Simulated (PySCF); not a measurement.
## RbPb and its ions

PBE; basis Rb def2-SVPD with ECP28, Pb def2-SVPD with ECP60; scalar-relativistic core potentials; PySCF 2.14. Neutral (UKS): quartet (σ ↑, π ↑↑), Re = 3.506 Å, ωe = 83.0 cm⁻¹, De = 1.18 eV, HOMO -2.81 eV, LUMO -2.30 eV.

RbPb⁺ (UKS): triplet (σ ↑, π ↑), Re = 4.126 Å, ωe = 42.7 cm⁻¹. The energies at the minima are -216.98480 hartree for RbPb and -216.79746 for RbPb⁺.

(1) Work out the adiabatic ionisation energy, without and with harmonic zero-point energies (1 hartree = 27.2114 eV, 1 eV = 8065.5 cm⁻¹), and the change of the bond length.

These are scalar-relativistic numbers at best; spin–orbit coupling would shift them, the dissociation energy most. States were picked by a PBE0 search and need not be the measured ground states.

Results:

(1) At PBE: 0.18734 hartree = 5.098 eV between the minima; the zero-point term (42.7 − 83.0)/2 cm⁻¹ = -0.002 eV makes it 5.095 eV. Re changes by +62.0 pm against the neutral. The electron leaves a π orbital, and the ion is left as a loose complex of an ion and an atom.
